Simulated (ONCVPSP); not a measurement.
# PBEsol ONCV dataset for barium, scalar-relativistic all-electron reference.

barium, optimised norm-conserving Vanderbilt (ONCV), made with ONCVPSP 4.0.1 (PBEsol, scalar-relativistic). Core [Kr] 4d10, reference 5s2 5p6 6s2. Waves: 5s+6s: rc 2.50 bohr, ncon 4, nbas 8, qcut 4.7 1/bohr, 3 projectors, debl 3 Ha; 5p: rc 2.75 bohr, ncon 4, nbas 8, qcut 5.7 1/bohr, 3 projectors, debl 1.1 Ha; d scattering state at 0.42 Ha: rc 2.30 bohr, ncon 4, nbas 8, qcut 4 1/bohr, local. Local part: the d channel. Core correction: polynomial model core, fcfact 0.4.

In the d channel the program set the typed energies aside and used 0.050 Ha.

All-electron outer shells of the reference configuration (PBEsol, scalar-relativistic, ld1.x):

| shell | level (eV) | outermost node (bohr) | outermost maximum (bohr) |
| --- | --- | --- | --- |
| 5s | -33.70 | 0.80 | 1.47 |
| 5p | -18.74 | 0.86 | 1.67 |
| 6s | -3.25 | 1.97 | 4.16 |

(1) Estimate the cutoffs (Ha) at which the residual kinetic energy of the hardest occupied pseudo-wave falls to 1 and 0.1 mHa per electron.

(2) Does the potential have ghost states?

(3) Tests: 5s2 5p6 6s1; 5s2 5p6 6s0; 5s2 5p6 6s1.5; 5s2 5p6 5d1 6s1. Which has the largest error in its energy relative to the reference configuration, and how large is it?

Answers

(1) 7.8 Ha and 10 Ha.

(2) No bound ghost flagged; GHOST(+) flagged for s at 197.0 eV.

(3) 5s2 5p6 5d1 6s1, with -3.5 meV (all-electron minus pseudo) on +1.34 eV.
